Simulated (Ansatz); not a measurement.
`O=[CH][Al]([OH])[SiH3]` + `OCC(F)(F)F` → `[OH][Al]([OH])[SiH3]` + `O=CCC(F)(F)F`  (formal exchange of groups at the Al–C bond)

Calculated with Ansatz (gas phase, PBE0-D4/def2-TZVP geometries, no zero-point term in ΔE). CCSD(T)/CBS adds triple-zeta CCSD(T) − MP2 to the extrapolated MP2 energy (def2 sets, frozen cores). Functionals use def2-TZVPP. Each species was taken in one conformer, which may not be the lowest.

`O=[CH][Al]([OH])[SiH3]`:

```xyz
10

O     0.816   -2.362   -0.207
C     1.508   -1.417    0.109
Al    0.528    0.354    0.177
O     1.304    1.805    0.584
Si   -1.854    0.339   -0.360
H     2.589   -1.609    0.327
H     2.227    1.912    0.807
H    -2.450    1.699   -0.261
H    -2.074   -0.163   -1.746
H    -2.594   -0.559    0.570
```

`OCC(F)(F)F`:

Cartesian coordinates in Å:
```
O -1.590 0.202 0.205
C -0.251 0.371 0.554
C 0.689 -0.152 -0.513
F 0.552 0.485 -1.675
F 0.465 -1.457 -0.745
F 1.962 -0.023 -0.121
H -1.777 -0.739 0.136
H -0.067 1.441 0.665
H 0.018 -0.128 1.493
```

`[OH][Al]([OH])[SiH3]`:

Z-matrix (Å, degrees):
```
Si
Al 1 2.432
H 1 1.488 2 111.7
H 1 1.489 2 111.1 3 -120.9
H 1 1.490 2 110.5 3 120.0
O 2 1.694 1 117.7 3 166.6
O 2 1.694 1 118.6 3 -13.9
H 6 0.955 2 126.9 1 179.1
H 7 0.955 2 126.6 1 -179.2
```

`O=CCC(F)(F)F`:

Cartesian coordinates in Å:
```
O 1.366 -1.926 -0.747
C 0.638 -0.980 -0.826
C -0.180 -0.480 0.341
C -0.317 1.020 0.366
F -0.925 1.475 -0.739
F -1.035 1.427 1.416
F 0.877 1.620 0.436
H 0.506 -0.431 -1.780
H -1.188 -0.899 0.256
H 0.260 -0.826 1.276
```

```csv
species,r2SCANh-D4 energy (Eh)
`O=[CH][Al]([OH])[SiH3]`,-723.43735
`OCC(F)(F)F`,-452.75242
`[OH][Al]([OH])[SiH3]`,-685.43839
`O=CCC(F)(F)F`,-490.84126
```

Question: Work out ΔE.

Answer: ΔE = (-685.43839) + (-490.84126) − (-723.43735) − (-452.75242) = -0.08988 Eh = -236.0 kJ/mol. CCSD(T)/CBS gives -233.9 kJ/mol.

Largest T1 diagnostic among the species: 0.016.

From BLYP to BHLYP (50 % exact exchange), in def2-TZVPP and without D4, ΔE moves by −14.1 kJ/mol. At CCSD(T), def2-SVP lies +9.0 kJ/mol from the extrapolated value and def2-TZVPP +1.8 kJ/mol.
